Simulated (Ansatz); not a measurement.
An input meant for NbS₃⁻ (charge -1, singlet; atoms displaced at random, 0.08 Å in each coordinate).

```yaml
crystal:
  periodic: [true, true, true]
  atoms:
    - {symbol: Nb, position_ang: [-0.104943, -0.375863, -0.017004]}
    - {symbol: S, position_ang: [0.881472, -0.469195, 1.918656]}
    - {symbol: S, position_ang: [-1.614640, 1.164080, -0.174478]}
    - {symbol: S, position_ang: [1.049223, -0.453641, -1.700246]}
basis:
  gaussian: {orbitals: def2-TZVPD}
total_charge: -1
hamiltonian: {xc: {name: BHLYP}, dispersion: d4}
scf: {omitted_lower_state_checks: [starts]}
output: {forces: true}
```

```sh
$ ansatz run in.yaml --threads 4 --pin off --events-out ev --progress --plain --max-ram 3916MiB
```

Task: Predict how Ansatz answers.

Result: The input was rejected before any iteration. The species is marked periodic without a cell.
```
Error: YAML parse error: error: line 2 column 3: crystal: missing field `lattice` (a structure is typed as `lattice` and `atoms`, a molecule's as `atoms` in Å alone, or read from a run's directory, `checkpoint`)
 --> <input>:2:3
1 | crystal:
2 |   periodic: [true, true, true]
3 |   atoms:
4 |     - {symbol: Nb, position_ang: [-0.104943, -0.375863, -0.017004]}
```
